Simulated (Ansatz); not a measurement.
System: CH₄GeO, charge 0, singlet. CH4GeO (SMILES [CH3][Ge][OH]).
B3LYP-D3(BJ)/def2-TZVP minimum from Ansatz (a first-principles code):
```xyz
7

Ge    -0.2099    -0.0229     0.4297
C      0.6182     1.4119    -0.6895
H      0.5863     2.3878    -0.2042
H      0.0929     1.4654    -1.6470
H      1.6575     1.1451    -0.8999
O      0.1096    -1.3194    -0.7953
H     -0.2070    -2.1805    -0.5013
```

Total energies in cc-pVDZ, 18 correlated electrons, 16 frozen orbitals. Open shells are spin-unrestricted; no spin-orbit coupling. Cores are frozen in correlated methods (noble-gas shells, and filled d and f shells in the p block). No relativity.

```tsv
method	program	energy (Eh)	minus CCSDT(Q) (mEh)
HF	Ansatz	-2190.40289	464.88
MP2	Ansatz	-2190.82073	47.03
CCSD	Ansatz	-2190.85322	14.54
CCSD(T)	Ansatz	-2190.86556	2.20
CCSDT(Q)	Ansatz	-2190.86776	0.00
```

Rough core times of Ansatz's runs on a shared machine: CCSD(T) under 20 s, CCSDT(Q) 3 min.
